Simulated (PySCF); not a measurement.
**AuF at HSE06**

Computed with HSE06; PySCF, scalar-relativistic core potentials, basis sets Au def2-TZVPP with ECP60, F def2-TZVPP.

| Item | Value |
| --- | --- |
| state | ¹Σ⁺ (singlet), closed shell |
| bond length | 1.937 Å |
| harmonic wavenumber | 544 cm⁻¹ |
| force constant | 3.03 mdyn/Å |
| rotational constant Be | 0.2594 cm⁻¹ |
| anharmonicity ωexe | 2.79 cm⁻¹ |
| vibration–rotation constant αe | 0.00184 cm⁻¹ |
| well depth De to Au (5d10 6s1) + F | 268 kJ/mol |
| dissociation energy D0 | 264 kJ/mol |
| HOMO–LUMO gap | 3.58 eV |
| bond order (Mayer) | 0.85 |
| dipole moment (positive dipole means Au(−)F(+)) | -4.28 D |

These are scalar-relativistic numbers at best; spin–orbit coupling would shift them, the dissociation energy most.
